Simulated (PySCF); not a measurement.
# WO₂Cl + NH₃ → WN(OH)₂ + HCl

Level: PBE0 in the def2-TZVP basis family, computed in PySCF with density fitting; scalar-relativistic core potentials for atoms from Rb on, none lighter, no spin–orbit coupling; open shells unrestricted.

| species | state and structure | E (Eh) | ZPE (kJ/mol) | H(298 K) − H(0) (kJ/mol) | S° (J/(mol K)) |
| --- | --- | --- | --- | --- | --- |
| WO₂Cl | doublet, Cs, W–Cl 2.269 Å, W–O 1.699 Å (×2); Cl–W–O 119.7° (×2), O–W–O 110.5° | -677.62837 | 18.4 | 15.4 | 329.6 |
| NH₃ | singlet, C3v, N–H 1.013 Å (×3); H–N–H 107.1° (×3) | -56.51312 | 90.6 | 10.0 | 192.4 |
| WN(OH)₂ | doublet, Cs, O–H 0.960 Å (×2), W–N 1.664 Å, W–O 1.892 Å (×2); H–O–W 123.7° (×2), N–W–O 109.2° (×2), O–W–O 128.3° | -273.41372 | 80.1 | 16.7 | 327.3 |
| HCl | singlet, C∞v, H–Cl 1.279 Å | -460.66440 | 17.9 | 8.7 | 186.6 |

Problem. What is the electronic reaction energy?

Solution. At PBE0/def2-TZVP, ΔE = 166.4 kJ/mol from the differences of the total energies times 2625.5, uphill. 

Problem. Add zero-point, thermal and entropy terms for 298.15 K and 1 bar.

Solution. ΔZPE = -11.0 and Δ[H(298) − H(0)] = 0.0 kJ/mol give ΔH° = 155.4 kJ/mol. ΔS° = -8.1 J/(mol K), so ΔG° = 155.4 − 298.15 × (-0.0081) = 158 kJ/mol.

Spin–orbit coupling can matter for WO₂Cl, WN(OH)₂ and is left out. Open d or f shells are single determinants, so the state found may not be the ground state. Each species is the lowest minimum found with this bonding; other isomers or fragments can lie lower.
